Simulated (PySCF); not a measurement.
GeH8N2Si. Atoms are numbered in the order given.

```xyz
12

N     -2.6155     0.2851     0.0555
Si    -1.0586     1.0891     0.0951
Ge     0.6023    -0.6310     0.0566
N      2.2366     0.1972    -0.3164
H     -2.7743    -0.3953    -0.6930
H     -3.4575     0.8539     0.1853
H     -0.9980     1.8948     1.3644
H     -0.7492     2.0515    -1.0399
H      0.7851    -1.3298     1.4318
H      0.1796    -1.7467    -0.9684
H      3.0089    -0.4765    -0.3947
H      2.2041     0.7159    -1.2031
```

Coordinates come from a PBE-D3(BJ)/def2-SVP optimisation. This is a generated structure with no PubChem entry under its InChIKey; it may be hypothetical. The values are those of a single conformer.

Method: TDA-PBE/def2-SVPD in PySCF.

Vertical excitations. Isolated molecule, no solvent.

| state | energy (eV) | λ (nm) | f | main pairs |
|---|---|---|---|---|
| S1 | 4.85 | 256 | 0.004 | HOMO→LUMO 99 % |
| S2 | 5.09 | 244 | 0.003 | HOMO−1→LUMO 99 % |
| S3 | 5.49 | 226 | 0.002 | HOMO→LUMO+1 94 % |
| S4 | 5.73 | 216 | 0.007 | HOMO−1→LUMO+1 94 % |
| S5 | 5.97 | 208 | 0.030 | HOMO→LUMO+2 74 %, HOMO−2→LUMO 12 % |
| S6 | 6.09 | 204 | 0.020 | HOMO−1→LUMO+2 86 % |
| S7 | 6.17 | 201 | 0.015 | HOMO→LUMO+3 79 % |
| S8 | 6.21 | 200 | 0.054 | HOMO−2→LUMO 68 %, HOMO→LUMO+2 12 % |
| S9 | 6.40 | 194 | 0.019 | HOMO−1→LUMO+3 78 % |
| S10 | 6.46 | 192 | 0.007 | HOMO→LUMO+4 82 % |
| T1 | 4.65 | 266 | 0 | HOMO→LUMO 99 % |
| T2 | 4.86 | 255 | 0 | HOMO−1→LUMO 98 % |
| T3 | 5.30 | 234 | 0 | HOMO→LUMO+1 92 % |
| T4 | 5.51 | 225 | 0 | HOMO−1→LUMO+1 74 %, HOMO→LUMO+2 19 % |
Triplets are in the Tamm–Dancoff approximation.
